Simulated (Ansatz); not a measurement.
Start from `C[SiH2][Ga]([F])[Cl]` and change one atom or group to get `[NH2][Ga]([F])[Cl]`.

Ansatz, PBE0-D4/def2-TZVP geometries, multiplicity 1. Each molecule was computed in one conformer, which needn't be the lowest.

Scalar relativity is left out up to krypton.

| property | `C[SiH2][Ga]([F])[Cl]` |
| --- | --- |
| LUMO energy (PBE0/def2-TZVPP) / eV | -1.70 |
| LUMO energy (B3LYP/def2-TZVPP) / eV | -1.92 |
| HOMO–LUMO gap (ωB97M-V/def2-TZVPP) / eV | 10.45 |
| zero-point energy (PBE0-D4/def2-TZVP) / kJ/mol | 150.5 |
| size of the dipole moment (ωB97M-V/def2-TZVPP) / D | 3.85 |
| HOMO energy (B3LYP/def2-TZVPP) / eV | -8.15 |

**Question.** Give the same properties after the change, and the shifts. (An estimate is asked.)

**Answer.** Computed: 
```csv
property,`[NH2][Ga]([F])[Cl]`,shift
LUMO energy (PBE0/def2-TZVPP) / eV,-1.05,0.65
LUMO energy (B3LYP/def2-TZVPP) / eV,-1.42,0.50
HOMO–LUMO gap (ωB97M-V/def2-TZVPP) / eV,11.36,0.91
zero-point energy (PBE0-D4/def2-TZVP) / kJ/mol,75.3,-75.2
size of the dipole moment (ωB97M-V/def2-TZVPP) / D,2.89,-0.96
HOMO energy (B3LYP/def2-TZVPP) / eV,-7.93,0.22
```

With PBE0 the HOMO rises by 0.18 eV and the LUMO rises by 0.65 eV, so the gap widens by about 0.47 eV. PBE moves the HOMO by 0.41 eV and ωB97M-V by -0.17 eV. The zero-point energy changes by -75.2 kJ/mol with -12 modes. Dipoles are sizes alone; their direction can turn.

B3LYP here is the variant with VWN-RPA as its local correlation; programs differ in this.
